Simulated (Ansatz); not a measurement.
Geometry optimisation, Ansatz 0.2.0, RKS revPBE-D4/def2-SVP.

The input (input.yaml):

```yaml
crystal:
  periodic: [false, false, false]
  atoms:
    - { symbol: Hf, position_ang: [0.0, 0.0, 0.0] }
    - { symbol: "N", position_ang: [0.0, 0.0, 2.56] }
    - { symbol: H, position_ang: [-0.877, -0.2713, 3.09] }
    - { symbol: H, position_ang: [0.877, 0.2713, 3.09] }
    - { symbol: Cl, position_ang: [2.3764, 0.0, -0.8392] }
    - { symbol: Cl, position_ang: [-1.1869, 2.0563, -0.8392] }
    - { symbol: Cl, position_ang: [-1.1869, -2.0563, -0.8392] }
    - { symbol: O, position_ang: [1.237, -1.8784, 0.7473] }
    - { symbol: H, position_ang: [0.6706, -2.7104, 0.6628] }
    - { symbol: H, position_ang: [0.7761, -1.1786, 1.9994] }
basis:
  gaussian: { orbitals: def2-SVP }
hamiltonian:
  xc: revpbe
  dispersion: d4
relax:
  f_tol: 0.15
  max_steps: 25
  restrain:
    - { distance: [0, 7], at: 2.07, k: 30.0 }
    - { distance: [9, 1], at: 1.06, k: 30.0 }
    - { distance: [0, 1], at: 3.41, k: 30.0 }
    - { distance: [9, 7], at: 2.21, k: 30.0 }
```

Launched with:

```bash
$ ansatz run input.yaml --threads 4 --pin off --max-ram 5120MiB --backend cpu --events-out ev --progress --plain --runs-dir out
```

**Question.** Where does it end, and by what steps?

**Answer.** The forces met the threshold. The restraints hold the end off the free minimum; the threshold counts their pulls, which the force column leaves out. Restrained pairs: Hf1–O8 (2.37 → 2.03 Å), N2–H10 (1.52 → 1.04 Å), Hf1–N2 (2.56 → 3.39 Å), O8–H10 (1.51 → 2.22 Å). After 16 steps the energy has fallen by 3.235 eV (the restraints' own energy left out); Cl7 moved furthest, 1.93 Å.

| step | energy less start (eV) | largest force component (eV/Å) | accepted |
| --- | --- | --- | --- |
| 0 | 0.0000 | 2.640 | yes |
| 1 | -0.2063 | 4.633 | yes |
| 2 | -0.7223 | 3.982 | yes |
| 3 | -1.2907 | 2.247 | yes |
| 4 | -1.6662 | 2.215 | yes |
| 5 | -2.1726 | 1.905 | yes |
| 6 | -2.5461 | 1.208 | yes |
| 7 | -2.7616 | 1.240 | yes |
| 8 | -2.8722 | 1.147 | yes |
| 9 | -2.9437 | 1.086 | yes |
| 10 | -3.0212 | 1.215 | yes |
| 11 | -3.0697 | 1.235 | yes |
| 12 | -3.1403 | 1.329 | yes |
| 13 | -3.1829 | 1.405 | yes |
| 14 | -3.2127 | 1.317 | yes |
| 15 | -3.2181 | 1.425 | yes |
| 16 | -3.2346 | 1.535 | yes |

```xyz
10
Properties=species:S:1:pos:R:3
Hf 0.092 -0.564 -0.505
N 0.511 0.171 2.777
H -0.266 0.461 3.383
H 1.381 0.436 3.255
Cl 2.149 0.552 -0.821
Cl -1.792 0.840 -0.259
Cl -0.266 -1.748 -2.504
O 0.197 -2.043 0.876
H 0.189 -2.999 0.693
H 0.490 -0.872 2.735
```

Run time: 50 s on 4 threads of Arm Neoverse V1, with other jobs on the host, peak memory 0.21 GiB.
